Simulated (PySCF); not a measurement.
## Structure revision by computed shifts

A compound C6H4N2 gives the data below (simulated from a calculation) and was assigned the structure `N#Cc1cccnc1`.

¹³C{¹H} NMR (computed): δ 158.9 (CH, 2C), 132.0 (CH, 2C), 127.5 (C), 123.8 (C).

¹H NMR (400 MHz, computed): δ 9.10 (d, 2H), 7.62 (d, 2H).

Computed data (PySCF): NMR shieldings at B97-2/pcSseg-2/GIAO, PBE0-D3(BJ)/def2-TZVP geometry. Gas phase, non-relativistic, equivalent nuclei averaged, single conformer.

Shifts are taken against calculated references (same method and geometry level): TMS for ¹H and ¹³C.

**Question.** Compare with the shifts computed for the proposed structure, pairing carbons in order of shift.

**Answer.** Mapped SMILES: `[N:1]#[C:2][c:3]1[cH:4][cH:5][cH:6][n:7][cH:8]1`. Each H is labelled by its parent atom.

| atom | computed for proposal | given list | difference |
| --- | --- | --- | --- |
| C8 | 162.5 | 158.9 | +3.6 |
| C6 | 160.2 | 158.9 | +1.3 |
| C4 | 146.9 | 132.0 | +14.9 |
| C5 | 128.4 | 132.0 | -3.6 |
| C2 | 123.6 | 127.5 | -3.9 |
| C3 | 116.4 | 123.8 | -7.4 |

The rms difference is 7.3 ppm and the largest +14.9 ppm at C4 (aromatic CH). The proposal also would give 6 carbon signals, not 4. The proposal doesn't fit.

**Question.** Which isomer fits?

**Answer.** 4-Cyanopyridine.

Carbon types of the structure: 2 × C, 4 × CH, which accounts for all hydrogens. δC 158.9: aromatic CH next to a ring nitrogen; the adjacent pyridine-type nitrogen withdraws density from it. δC 132.0: aromatic CH; the aromatic region. δC 123.8: nitrile carbon; C≡N carbons fall here, among the sp2 signals but without a proton. δH 9.10: hydrogen on an aromatic CH next to a ring nitrogen; ring current plus the neighbouring ring nitrogen.

The data come from this structure; uniqueness wasn't tested.

Shifts are as computed. Against solution values, carbons near 30 ppm lie about +3 ppm off and those near 130 ppm about +7 ppm. Of 1211 compounds with measured shifts, 218 miss one by over three times the rms of a fit or turn the order of signals round; such compounds aren't used in these exercises. Multiplicities follow the n + 1 count of equivalent neighbours, as no J values were calculated; m marks all less simple cases, F and P coupling included.
